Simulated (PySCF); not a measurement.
# Energy of Rh⁺ (rhodium, charge +1) between two integer charges

The 4d beta orbital of [Kr] 4d8 is emptied in steps (occupation f), with all orbitals relaxed, ending at [Kr] 4d7. All numbers are calculated (PySCF 2.14, scalar relativity through the core potential, in def2-SVP with the def2 core potential (28 electrons)). The exact energy is a straight line in f; departures are measured from the line between the end points of the same method.

| f | UHF (eV) | LDA (eV) | PBE (eV) |
| --- | --- | --- | --- |
| 1 | 0.000 | 0.000 | 0.000 |
| 0.75 | 0.312 | -1.092 | -1.071 |
| 0.5 | 0.395 | -1.475 | -1.445 |
| 0.25 | 0.281 | -1.120 | -1.095 |
| 0 | 0.000 | 0.000 | 0.000 |

```
method  E(f=0) − E(f=1) (eV)  −ε at f=1 (eV)  −ε at f=0.5 (eV)
   UHF                16.630          18.389            16.547
   LDA                18.927          13.183            18.851
   PBE                18.690          13.042            18.626
```

Orbital energy along the path (eV):

```json
{"f": "1", "UHF": "-18.389", "LDA": "-13.183", "PBE": "-13.042"}
{"f": "0.75", "UHF": "-17.395", "LDA": "-15.958", "PBE": "-15.783"}
{"f": "0.5", "UHF": "-16.547", "LDA": "-18.851", "PBE": "-18.626"}
{"f": "0.25", "UHF": "-15.823", "LDA": "-21.859", "PBE": "-21.565"}
{"f": "0", "UHF": "-15.204", "LDA": "-24.972", "PBE": "-24.589"}
```

Reference removal energy between the ground levels: 18.08 eV (semi-empirical (NIST evaluation); NIST Atomic Spectra Database, ionization energies). The calculation has no spin-orbit coupling. The determinant left behind need not be the lowest term of the ion. UHF lacks correlation.
